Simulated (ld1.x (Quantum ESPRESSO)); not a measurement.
Pseudopotential generation for Zn: PAW, LDA (PZ), scalar-relativistic.

zinc, PAW, made with ld1.x (Quantum ESPRESSO) 7.5 (LDA (PZ), scalar-relativistic). Core [Ar], reference 3d10 4s0.5 4p0 (charge +1.5). Waves: 4s (bound): rcut 1.80, rcutus 2.15 bohr; 4s channel at -0.5 Ry: rcut 1.80, rcutus 2.15 bohr; 4p (bound, empty): rcut 2.70, rcutus 2.90 bohr; 4p channel at -0.2 Ry: rcut 2.70, rcutus 2.90 bohr; 3d (bound): rcut 1.05, rcutus 1.35 bohr; 3d channel at -1.05 Ry: rcut 1.05, rcutus 1.35 bohr; 4f channel at 0.3 Ry: rcut 1.45, rcutus 2.00 bohr; 4f channel at 2.1 Ry: rcut 1.45, rcutus 2.00 bohr. Local part: all-electron potential smoothed inside 1.35 bohr (lloc = -1). Core correction: Bessel-smoothed model core inside 0.68 bohr. Augmentation charge: PSQ, inside the norm-conserving radii.

Q: Does the generator finish with these settings?

A: Yes, a potential is produced and its reference levels are reproduced.

Q: Estimate the cutoffs (Ry, on a coarse ladder) from which the occupation-weighted sum of valence levels, in a spherical-Bessel basis at the reference potential, stays within 10 and 1 mRy of its value at 400 Ry.

A: 70 Ry and 110 Ry.

Q: What does a ghost test show?

A: No extra level below or beside the all-electron valence levels (s, p, d, f tested).

Q: Is the overlap operator S = 1 + Σ q|β⟩⟨β| positive definite (Bessel basis up to 400 Ry)?

A: Yes: its lowest eigenvalue is 0.30 (s channel).

Q: Which valence shell sets the plane-wave cutoff?

A: 3d: its level needs 70 Ry to come within 1 mRy, against 6 Ry for 4s.

Q: Tests: 3d10 4s2 4p0; 3d10 4s1 4p0; 3d10 4s0 4p0; 3d10 4s0 4p2; 3d9 4s2 4p0; 3d9 4s2 4p1; 3d10 4s0 4p1. Which has the largest error in its energy relative to the reference configuration, and how large is it?

A: 3d9 4s2 4p1, with -33 meV (all-electron minus pseudo) on -6.10 eV.
